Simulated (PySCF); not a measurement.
**Correlation energy of Sb (antimony, neutral)**

[Kr] 4d10 5s2 5p2 6s1, high-spin 4P determinant (an excited configuration). All numbers are calculated (PySCF 2.14, the spin-free X2C one-electron Hamiltonian (Gaussian nucleus), in aug-cc-pwCVTZ-DK3 (10s9p7d4f1g, 109 functions)). Frozen: [Kr] 4d10; 5 electrons correlated.

MP2 pair energies summed by pair of shells (mhartree):

```json
{"pair": "5s-5p", "energy": "-29.05", "share (%)": "50.6"}
{"pair": "5s-5s", "energy": "-13.80", "share (%)": "24.0"}
{"pair": "5p-6s", "energy": "-5.09", "share (%)": "8.9"}
{"pair": "5s-6s", "energy": "-5.01", "share (%)": "8.7"}
{"pair": "5p-5p", "energy": "-4.44", "share (%)": "7.7"}
```

Total MP2 correlation energy: -57.39 mhartree.

Same-spin part -13.81 and opposite-spin part -43.58 mhartree; SCS-MP2 scales them by 1/3 and 6/5 to -56.90 mhartree.
